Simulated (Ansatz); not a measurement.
Start from `NC[SiH2]P` and change one atom or group to get `NC[SiH2]BF`.

Ansatz, PBE0-D4/def2-TZVP geometries, multiplicity 1. Each molecule was computed in one conformer, which needn't be the lowest.

```tsv
property	`NC[SiH2]P`
HOMO energy (B3LYP/def2-TZVPP) / eV	-6.74
LUMO energy (PBE0/def2-TZVPP) / eV	0.24
HOMO energy (PBE0/def2-TZVPP) / eV	-6.97
HOMO energy (ωB97M-V/def2-TZVPP) / eV	-9.37
HOMO–LUMO gap (PBE/def2-TZVPP) / eV	4.87
HOMO–LUMO gap (ωB97M-V/def2-TZVPP) / eV	11.31
```

(1) Give the same properties after the change, and the shifts. (Estimate.)

Results:

(1) Ansatz gave: 
```tsv
property	`NC[SiH2]BF`	shift
HOMO energy (B3LYP/def2-TZVPP) / eV	-6.71	0.03
LUMO energy (PBE0/def2-TZVPP) / eV	-1.59	-1.83
HOMO energy (PBE0/def2-TZVPP) / eV	-6.94	0.03
HOMO energy (ωB97M-V/def2-TZVPP) / eV	-9.33	0.04
HOMO–LUMO gap (PBE/def2-TZVPP) / eV	2.91	-1.96
HOMO–LUMO gap (ωB97M-V/def2-TZVPP) / eV	9.73	-1.58
```

B3LYP here is the variant with VWN-RPA as its local correlation; programs differ in this.
